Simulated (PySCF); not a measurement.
# Spinor energies of Cs+ (caesium, charge +1)

Start: [Xe]. Calculated with PySCF 2.14 in x2c-QZVPPall-2c (16s16p11d5f2g, 172 functions): generalised Hartree-Fock with the X2C-1e Hamiltonian and a Gaussian nucleus; one run each with spin-orbit coupling (SO) switched off, then screened by Boettger's factors.

```tsv
spinor shell	electrons	ε, spin-free (eV)	ε, screened SO (eV)	weight of nominal j (screened SO)	rms radius, screened SO (bohr)
1s1/2	2	-36164.8	-36160.8	1.000	0.0298
2s1/2	2	-5781.5	-5780.2	1.000	0.121
2p1/2	2	-5179.7	-5425.5	1.000	0.105
2p3/2	4	-5179.7	-5070.0	1.000	0.110
3s1/2	2	-1250.6	-1250.2	1.000	0.318
3p1/2	2	-1052.3	-1100.7	1.000	0.310
3p3/2	4	-1052.3	-1030.6	1.000	0.322
3d3/2	4	-761.79	-770.38	1.000	0.294
3d5/2	6	-761.79	-755.68	1.000	0.298
4s1/2	2	-258.84	-258.73	1.000	0.738
4p1/2	2	-192.75	-202.67	1.000	0.769
4p3/2	4	-192.75	-188.23	1.000	0.796
4d3/2	4	-93.477	-94.896	1.000	0.895
4d5/2	6	-93.477	-92.429	1.000	0.906
5s1/2	2	-40.546	-40.526	1.000	1.88
5p1/2	2	-23.440	-24.719	1.000	2.15
5p3/2	4	-23.440	-22.858	1.000	2.25
```

```json
{"quantity": "E (hartree)", "spin-free": "-7781.74019", "screened SO": "-7784.47989"}
{"quantity": "M_J", "spin-free": "0", "screened SO": "0"}
{"quantity": "⟨J²⟩", "spin-free": "0.000", "screened SO": "0.000"}
{"quantity": "⟨L²⟩", "spin-free": "0.000", "screened SO": "0.035"}
{"quantity": "⟨S²⟩", "spin-free": "0.000", "screened SO": "0.035"}
```

Breit and QED terms are absent; they matter most for the inner s and p1/2 levels.

Densities and radii are taken from the X2C orbitals without a picture-change correction, which distorts them close to the nucleus.

Without spin-orbit coupling the j labels of p, d and f shells carry no meaning; the spin-free column gives the mean over the occupied spinors of each nl shell.
